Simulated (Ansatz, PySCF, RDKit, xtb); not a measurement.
Dimer: NH3 (SMILES N) (first 4 atoms) with HF (SMILES F); geometry from B3LYP-D3(BJ)/def2-TZVP, rigid monomers moved along the line of their centres of mass till N1···H6 is 1.51 Å.
(charge 0, multiplicity 1):
```xyz
6

N      0.03820     0.17655     0.30490
H     -0.23874    -0.74046    -0.02746
H     -0.60024     0.85723    -0.09152
H      0.96518     0.37180    -0.05658
F      0.01193     0.26963     2.77341
H      0.02217     0.23337     1.81194
```

Interaction energies are E(AB) − E(A) − E(B) at the monomers' geometry in the complex; basis-set methods are counterpoise corrected. Rows marked so take none. RDKit's UFF carries no charges.

Rows in 6-31G* carry no dispersion term and start afresh at each structure (6-31G* with six Cartesian d functions).

The values were computed with Ansatz (a program for electronic structure) with Gaussian orbitals; PySCF for 6-31G* rows, the dispersion terms; RDKit for the force fields; xtb for the GFN methods. Values without a source in brackets are computed.

Problem. One of these levels gives 2295.4 kJ/mol for the interaction energy. Which?
(A) HF/6-31G* (no counterpoise)
(B) UFF
(C) PBE-D3(BJ)/def2-TZVPPD
(D) GFN1-xTB

Solution. B, UFF. The others give -68.9 (GFN1-xTB), -44.6 (HF/6-31G* (no counterpoise)), -59.6 (PBE-D3(BJ)/def2-TZVPPD)
